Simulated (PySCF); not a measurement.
HF$_{3}$Sn, singlet, at a GFN2-xTB geometry (such geometries of metal compounds can be far from the true shape) (core potentials on Sn); PBE/def2-SVP, polarisability by finite fields run with PySCF.

Input for PySCF:
```python
from pyscf import gto, scf, dft

mol = gto.Mole()
mol.atom = '''
    Sn   -0.131978   -0.044108    0.223633
    F     1.763395    0.135539    0.408496
    F    -0.302307   -1.401126   -1.113670
    F    -0.620115    1.546643   -0.719829
    H    -0.969851   -0.324129    1.643382
'''
mol.basis = 'def2-svp'
mol.ecp = {'Sn': 'def2-svp'}
mol.charge = 0
mol.spin = 0
mol.verbose = 4
mol.build()

mf = dft.RKS(mol)
mf.xc = 'pbe'
mf.conv_tol = 1e-11
mf.kernel()
h0, z, done = mf.get_hcore(), mol.intor('int1e_r')[2], []
def energy(F):
    f = mf.copy()
    f.scf_summary = {}
    f.get_hcore = lambda *a: h0 + F * z
    e = f.kernel(mf.make_rdm1())
    done.append(f.converged)
    return e
F = 2e-4
alpha = -(energy(F) + energy(-F) - 2 * mf.e_tot) / F**2
print('alpha_zz =', alpha)
```

What the program printed (banner, timings and long lists left out):

```
PySCF version 2.14.0

[INPUT] verbose = 4
[INPUT] num. atoms = 5
[INPUT] num. electrons = 50
[INPUT] charge = 0
[INPUT] spin (= nelec alpha-beta = 2S) = 0
[INPUT] symmetry False subgroup None
[INPUT] Mole.unit = angstrom
[INPUT] Symbol           X                Y                Z      unit          X                Y                Z       unit  Magmom
[...]
nuclear repulsion = 218.993363697108
number of shells = 31
number of NR pGTOs = 140
number of NR cGTOs = 73
basis = def2-svp
ecp = {'Sn': 'def2-svp'}

******** <class 'pyscf.dft.rks.RKS'> ********
method = RKS
initial guess = minao
damping factor = 0
level_shift factor = 0
DIIS = <class 'pyscf.scf.diis.CDIIS'>
diis_start_cycle = 1
diis_space = 8
diis_damp = 0
SCF conv_tol = 1e-11
SCF conv_tol_grad = None
SCF max_cycles = 50
direct_scf = True
direct_scf_tol = 1e-13
XC library pyscf.dft.libxc version 7.1.2
    S. Lehtola, C. Steigemann, M. J. T. Oliveira, and M. A. L. Marques,  SoftwareX 7, 1–5 (2018)
XC functionals = pbe
    J. P. Perdew, K. Burke, and M. Ernzerhof,  Phys. Rev. Lett. 77, 3865 (1996)
    J. P. Perdew, K. Burke, and M. Ernzerhof,  Phys. Rev. Lett. 78, 1396 (1997)
    J. P. Perdew, K. Burke, and M. Ernzerhof,  Phys. Rev. Lett. 77, 3865 (1996)
    J. P. Perdew, K. Burke, and M. Ernzerhof,  Phys. Rev. Lett. 78, 1396 (1997)
radial grids:
    Treutler-Ahlrichs [JCP 102, 346 (1995); DOI:10.1063/1.469408] (M4) radial grids

becke partition: Becke, JCP 88, 2547 (1988); DOI:10.1063/1.454033
pruning grids: <function nwchem_prune>
grids dens level: 3
symmetrized grids: False
atomic radii adjust function: <function treutler_atomic_radii_adjust>
small_rho_cutoff = 0
Set gradient conv threshold to 3.16228e-06
Initial guess from minao.
tot grids = 74552
init E= -491.330658335233
[...]
cycle= 1 E= -513.005405921492  delta_E= -21.7  |g|=  2.4  |ddm|= 7.09
[...]
cycle= 2 E= -512.968447231114  delta_E= 0.037  |g|= 2.44  |ddm|= 5.82
[...]
cycle= 3 E= -513.902041965408  delta_E= -0.934  |g|= 0.609  |ddm|= 2.53
[...]
cycle= 4 E= -513.922560723411  delta_E= -0.0205  |g|= 0.468  |ddm|= 0.736
[...]
cycle= 5 E= -513.962274058487  delta_E= -0.0397  |g|= 0.0435  |ddm|= 0.414
[...]
cycle= 6 E= -513.962886290711  delta_E= -0.000612  |g|= 0.00456  |ddm|= 0.0672
[...]
cycle= 7 E= -513.962895671576  delta_E= -9.38e-06  |g|= 0.0011  |ddm|= 0.0106
[...]
cycle= 8 E= -513.962896080368  delta_E= -4.09e-07  |g|= 7.42e-05  |ddm|= 0.00188
[...]
cycle= 9 E= -513.96289608145  delta_E= -1.08e-09  |g|= 3.58e-05  |ddm|= 0.000111
[...]
converged SCF energy = -513.962896081684
[...]
[...]
cycle= 4 E= -513.965497685442  delta_E= -3.03e-08  |g|= 0.000157  |ddm|= 0.000542
[...]
cycle= 5 E= -513.965497689922  delta_E= -4.48e-09  |g|= 2.9e-05  |ddm|= 0.000127
[...]
cycle= 6 E= -513.965497690113  delta_E= -1.91e-10  |g|= 2.85e-06  |ddm|= 3.81e-05
[...]
cycle= 7 E= -513.965497690115  delta_E= -2.16e-12  |g|= 4.22e-07  |ddm|= 3.52e-06
[...]
Extra cycle  E= -513.965497690119  delta_E= -3.75e-12  |g|= 9.54e-07  |ddm|= 1.53e-06
converged SCF energy = -513.965497690119

******** <class 'pyscf.dft.rks.RKS'> ********
method = RKS
initial guess = minao
damping factor = 0
level_shift factor = 0
DIIS = <class 'pyscf.scf.diis.CDIIS'>
diis_start_cycle = 1
diis_space = 8
diis_damp = 0
SCF conv_tol = 1e-11
SCF conv_tol_grad = None
SCF max_cycles = 50
direct_scf = True
direct_scf_tol = 1e-13
XC library pyscf.dft.libxc version 7.1.2
    S. Lehtola, C. Steigemann, M. J. T. Oliveira, and M. A. L. Marques,  SoftwareX 7, 1–5 (2018)
XC functionals = pbe
    J. P. Perdew, K. Burke, and M. Ernzerhof,  Phys. Rev. Lett. 77, 3865 (1996)
    J. P. Perdew, K. Burke, and M. Ernzerhof,  Phys. Rev. Lett. 78, 1396 (1997)
    J. P. Perdew, K. Burke, and M. Ernzerhof,  Phys. Rev. Lett. 77, 3865 (1996)
    J. P. Perdew, K. Burke, and M. Ernzerhof,  Phys. Rev. Lett. 78, 1396 (1997)
radial grids:
    Treutler-Ahlrichs [JCP 102, 346 (1995); DOI:10.1063/1.469408] (M4) radial grids

becke partition: Becke, JCP 88, 2547 (1988); DOI:10.1063/1.454033
pruning grids: <function nwchem_prune>
grids dens level: 3
symmetrized grids: False
atomic radii adjust function: <function treutler_atomic_radii_adjust>
small_rho_cutoff = 0
Set gradient conv threshold to 3.16228e-06
init E= -513.960295077002
[...]
cycle= 1 E= -513.960295004094  delta_E= 7.29e-08  |g|= 0.00158  |ddm|= 0.00437
[...]
cycle= 2 E= -513.960292556673  delta_E= 2.45e-06  |g|= 0.00397  |ddm|= 0.0052
[...]
cycle= 3 E= -513.960295646022  delta_E= -3.09e-06  |g|= 0.000283  |ddm|= 0.00311
[...]
cycle= 4 E= -513.960295676291  delta_E= -3.03e-08  |g|= 0.000157  |ddm|= 0.000542
[...]
cycle= 5 E= -513.960295680816  delta_E= -4.52e-09  |g|= 2.89e-05  |ddm|= 0.000128
[...]
cycle= 6 E= -513.960295681006  delta_E= -1.9e-10  |g|= 2.83e-06  |ddm|= 3.82e-05
[...]
cycle= 7 E= -513.960295681007  delta_E= -1.02e-12  |g|= 4.21e-07  |ddm|= 3.51e-06
[...]
Extra cycle  E= -513.960295681004  delta_E= 2.61e-12  |g|= 9.55e-07  |ddm|= 1.52e-06
converged SCF energy = -513.960295681004
alpha_zz = 30.193848488124786
```
